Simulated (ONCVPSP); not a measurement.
iron: excitation energies, all-electron against ONCV

```
Element                 : iron
Generator               : ONCVPSP 4.0.1
Type                    : optimised norm-conserving Vanderbilt (ONCV)
Functional              : PBE
Relativity              : scalar-relativistic
Frozen core             : [Ne]
Valence charge          : 16
Reference configuration : 3s2 3p6 3d6 4s1.5 4p0.5
Partial waves           : 3s+4s: rc 1.15 bohr, ncon 4, nbas 9, qcut 8.9 1/bohr, 2 projectors; 3p+4p: rc 1.70 bohr, ncon 4, nbas 7, qcut 10.2 1/bohr, 2 projectors; 3d: rc 1.50 bohr, ncon 4, nbas 8, qcut 9.4 1/bohr, 1 projector
Local potential         : polynomial inside 1.00 bohr (lpopt 1, dvloc0 6 Ha)
Core correction         : none
```

Energies are relative to the spin-unpolarised reference configuration 3s2 3p6 3d6 4s1.5 4p0.5; without spin polarisation the order of configurations can differ from experiment.

| valence configuration | charge | ΔE all-electron (eV) | error AE − PS (meV) |
| --- | --- | --- | --- |
| 3s2 3p6 3d6 4s2 4p0 | 0 | -2.018 | +0.3 |
| 3s2 3p6 3d6 4s0 4p0 | +2 | 22.915 | +3.5 |

(1) What are ΔE and the potential's error for 3s2 3p6 3d7 4s1 4p0?

(2) What are ΔE and the potential's error for 3s2 3p6 3d6 4s1 4p0?

Levels in the configuration 3s2 3p6 3d7 4s1 4p0:

```tsv
level	all-electron (eV)	pseudo (eV)
3s	-89.481	-89.429
3p	-55.645	-55.597
3d	-3.815	-3.809
4s	-4.255	-4.246
```

Results:

(1) ΔE = -2.809 eV all-electron; the error (AE − PS) is +2.7 meV.

(2) ΔE = 6.712 eV all-electron; the error (AE − PS) is +0.1 meV.
